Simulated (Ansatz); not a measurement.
Coupled-cluster diagnostics for the cluster Pd3S2, Ansatz.

Geometry of the singlet (PBE-D4/def2-SVP):

Cartesian coordinates in Å:
```
Pd 0.1732 0.1528 0.1111
Pd -2.1903 -0.2344 1.2855
Pd 0.7551 -1.0324 -2.2065
S -0.8963 1.5509 1.4179
S 2.1584 -0.4369 -0.6079
```

In the def2 sets Pd takes a core potential; there is no spin–orbit coupling. Correlated methods freeze 10 core orbitals; core or outer-core shells of Pd are correlated, in sets that lack core-valence functions. Another isomer (singlet) lies 0.99 eV lower at PBE0-D4/def2-TZVP; other spin states weren't run for this one.

**Question.** Estimate the CCSD(T) correlation energy, the shares of MP2 and (T), T1 and the reference's ⟨S²⟩ for: charge 0, singlet, own geometry in def2-SVP; and the rough time on 4 threads of Arm Neoverse V2 on a shared host.

**Answer.** 
| state | basis | correlation (eV) | MP2 share (%) | (T) share (%) | T1 | ⟨S²⟩ (pure) | wall time | remarks |
| --- | --- | --- | --- | --- | --- | --- | --- | --- |
| charge 0, singlet, own geometry | def2-SVP | -40.897 | 100.9 | 6.1 | 0.054 | 0.00 (0.00) | 2.5 min | large T1, restricted SCF unstable |
Customary marks for T1 are 0.02 (closed shells), 0.045 (open shells) and about 0.05 (3d metals). T1 exceeds 0.02 in 1 of 1 rows and 0.045 in 1; the higher it lies, the less the single-reference result can be trusted.
